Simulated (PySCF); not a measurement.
Cartesian coordinates in Å; atom numbers follow the order of the lines, from 1:
```xyz
16

C     2.2662   -0.6285    0.1984
C     1.8502    0.6619   -0.4181
P     0.4765    1.5828   -0.1704
C    -0.4804    0.5888    1.1273
C    -1.2251   -0.4951    0.4068
C    -2.4704   -0.0292   -0.3009
O    -0.8357   -1.6379    0.3691
H     2.7095   -0.4504    1.1813
H     1.4235   -1.3036    0.3294
H     3.0149   -1.1186   -0.4199
H     2.5530    1.0972   -1.1195
H    -1.1705    1.2856    1.6050
H     0.2127    0.1810    1.8629
H    -3.2291    0.2254    0.4370
H    -2.2505    0.8639   -0.8845
H    -2.8524   -0.8145   -0.9478
```

Relativity neglected, rapidly exchanging positions averaged, gas phase, one computed conformer. NMR shieldings at PBE0/pcSseg-1/GIAO; geometry from GFN2-xTB; PySCF 2.14.

Task: List the cross peaks expected in HSQC, COSY and HMBC spectra.

Result: 

HSQC (one-bond C–H):
```tsv
δH	δC
9.24 (H11)	209.0 (C2)
3.40 (H12/H13)	47.8 (C4)
2.74 (H8/H9/H10)	20.2 (C1)
2.30 (H14/H15/H16)	33.1 (C6)
```

COSY cross peaks (H two or three bonds apart, from the bond graph; peaks can be absent where the dihedral angle is near 90°):
```tsv
δH	δH
9.24 (H11)	2.74 (H8/H9/H10)
```

HMBC (two and three bonds, from the bond graph):
```tsv
δH	δC
9.24 (H11)	47.8 (C4), 20.2 (C1)
3.40 (H12/H13)	209.0 (C2), 206.0 (C5), 33.1 (C6)
2.74 (H8/H9/H10)	209.0 (C2)
2.30 (H14/H15/H16)	206.0 (C5), 47.8 (C4)
```

Shifts are taken against calculated references (same method and geometry level): 1H and 13C vs TMS.

Short H···H contacts in this conformer between protons four or more bonds apart (candidates for NOE cross peaks, intensity ∝ r⁻⁶): H9···H13 2.45 Å, H12···H14 2.59 Å.

Shifts are as computed. Against solution values, carbons near 30 ppm lie about +3 ppm off and those near 130 ppm about +5 ppm. Of 1211 compounds with measured shifts, 218 miss one by over three times the rms of a fit or turn the order of signals round; such compounds aren't used in these exercises.
